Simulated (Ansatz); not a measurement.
# Molecular dynamics of ClGeH5

input.yaml

```yaml
crystal:
  periodic: [false, false, false]
  atoms:
    - { symbol: Ge, position_ang: [-0.183365, 0.0, -0.109088] }
    - { symbol: Cl, position_ang: [-0.065602, 0.0, 2.567733] }
    - { symbol: H, position_ang: [1.353344, 0.0, 0.099828] }
    - { symbol: H, position_ang: [-0.601497, 1.307669, -0.829531] }
    - { symbol: H, position_ang: [-0.601497, -1.307669, -0.829531] }
    - { symbol: H, position_ang: [-1.813346, 0.0, 0.703604] }
    - { symbol: H, position_ang: [-1.339139, 0.0, 1.554986] }
basis:
  gaussian: { orbitals: def2-SVP }
hamiltonian:
  xc: pbe
  dispersion: d4
md:
  timestep: 0.5
  n_steps: 200
  ensemble: nve
  temperature: 100.0
  initial_velocities: maxwell_boltzmann
  seed: 10252
```

Command:

```bash
$ ansatz run input.yaml --threads 1 --pin off --max-ram 2048MiB --backend cpu --events-out ev --progress --plain --runs-dir out
```

It starts at the highest image of a converged band. Of that band: A vibrational analysis at the climbing image gives 2 clearly imaginary modes (1065i, 104i cm⁻¹): a point of higher order, so a lower path passes nearby.

Output, in part (step lines, the closing report, with atoms numbered from 0):

```
md step     0: t =     0.00 fs  T =   100.0 K  F+E_penalty+E_count = -69095.24505337 eV  E_kin = 0.064630 eV  conserved = -69095.18042337 eV  (26 SCF iters)
md step     1: t =     0.50 fs  T =    99.2 K  F+E_penalty+E_count = -69095.24450900 eV  E_kin = 0.064093 eV  conserved = -69095.18041594 eV  (26 SCF iters)
md step     2: t =     1.00 fs  T =    96.6 K  F+E_penalty+E_count = -69095.24281980 eV  E_kin = 0.062422 eV  conserved = -69095.18039784 eV  (27 SCF iters)
md step     3: t =     1.50 fs  T =    92.7 K  F+E_penalty+E_count = -69095.24026762 eV  E_kin = 0.059896 eV  conserved = -69095.18037190 eV  (27 SCF iters)
md step     4: t =     2.00 fs  T =    88.1 K  F+E_penalty+E_count = -69095.23726283 eV  E_kin = 0.056922 eV  conserved = -69095.18034131 eV  (27 SCF iters)
md step     5: t =     2.50 fs  T =    83.5 K  F+E_penalty+E_count = -69095.23428902 eV  E_kin = 0.053980 eV  conserved = -69095.18030948 eV  (27 SCF iters)
md step     6: t =     3.00 fs  T =    79.8 K  F+E_penalty+E_count = -69095.23184649 eV  E_kin = 0.051566 eV  conserved = -69095.18028020 eV  (27 SCF iters)
md step     7: t =     3.50 fs  T =    77.6 K  F+E_penalty+E_count = -69095.23039902 eV  E_kin = 0.050143 eV  conserved = -69095.18025613 eV  (27 SCF iters)
[... lines left out ...]
Total energy: -69096.10050974 eV, -2539.2348587139 hartree
Atom 0 at    -0.046838    -0.008805    -0.081512 Å, force    -0.572454     0.015401     2.176504 eV/Å
Atom 1 at     0.131025    -0.019231     2.541713 Å, force     0.217904    -0.008751    -2.562146 eV/Å
Atom 2 at     1.168319     0.253722    -1.068812 Å, force    -0.222218    -0.231051     0.717373 eV/Å
Atom 3 at    -1.077006     1.144631    -0.090425 Å, force     0.136974     0.121433    -0.188595 eV/Å
Atom 4 at    -0.845929    -1.344223    -0.229745 Å, force     0.439688     0.102986    -0.143131 eV/Å
Atom 5 at    -9.684548     0.377375     0.292112 Å, force    -0.171331    -0.232522    -0.200558 eV/Å
Atom 6 at    -9.315374     0.879253     0.724353 Å, force     0.171438     0.232504     0.200553 eV/Å
Dipole moment:    -0.002118    -0.006580    -0.763689 e Å
```

The steps, from the saved trajectory:

```csv
time (fs),T (K),potential energy less start (eV),conserved less start (meV/atom)
0,100,0.000,0.00
3,80,0.013,0.02
6,104,-0.002,0.03
9,207,-0.069,0.02
12,392,-0.188,0.05
15,797,-0.451,0.00
18,1244,-0.739,-0.01
21,1645,-0.998,0.01
24,2021,-1.241,-0.02
27,2289,-1.415,-0.02
30,2496,-1.549,-0.01
33,2645,-1.645,0.00
36,2724,-1.696,0.00
39,2787,-1.737,-0.04
42,2734,-1.703,-0.04
45,2557,-1.588,0.00
48,2344,-1.451,-0.02
51,2068,-1.272,-0.01
54,1864,-1.140,0.00
57,1834,-1.121,0.01
60,1945,-1.192,0.02
63,2153,-1.327,-0.02
66,2349,-1.454,-0.03
69,2526,-1.568,-0.02
72,2688,-1.673,-0.02
75,2747,-1.711,-0.01
78,2730,-1.700,-0.03
81,2593,-1.611,-0.03
84,2369,-1.466,0.01
87,2187,-1.349,0.01
90,1994,-1.224,-0.01
93,1786,-1.090,0.00
96,1615,-0.979,0.00
99,1453,-0.874,0.03
```

All steps were run. The conserved energy stayed within 0.051 meV per atom of its start (net change 0.017 meV per atom), so the integration is sound. The kinetic energy rose, since the run started high on the potential surface and went downhill. It ends in pieces (ClGeH3 + H2), so much of that is their flight and rotation, not heat. A run of 0.1 ps of so small a system gives no equilibrium averages. The orbitals stay closed-shell, which can raise the energy where a bond breaks towards radicals; this wasn't checked here.

Between its relaxed ends the band would form Ge1–H6, Cl2–H7 and break Ge1–Cl2, H6–H7. These pairs go: Ge1–H6 1.82 → 9.65 Å, Cl2–H7 1.63 → 9.66 Å, Ge1–Cl2 2.68 → 2.63 Å, H6–H7 0.97 → 0.76 Å. In the last frame they stand as before the step (other bonds may differ from the relaxed reactants and products). It ends as ClGeH3 + H2. Pairs count as bonded within 1.25 times the sum of covalent radii (0.12 Å more for H–H).

Last frame:

```xyz
7
Properties=species:S:1:pos:R:3
Ge -0.047 -0.009 -0.082
Cl 0.131 -0.019 2.542
H 1.168 0.254 -1.069
H -1.077 1.145 -0.090
H -0.846 -1.344 -0.230
H -9.684 0.377 0.292
H -9.315 0.879 0.724
```

Time of the run: 3.5 min on 1 thread of Intel(R) Xeon(R) Platinum 8488C (Sapphire Rapids) (shared host), peak memory 0.17 GiB.
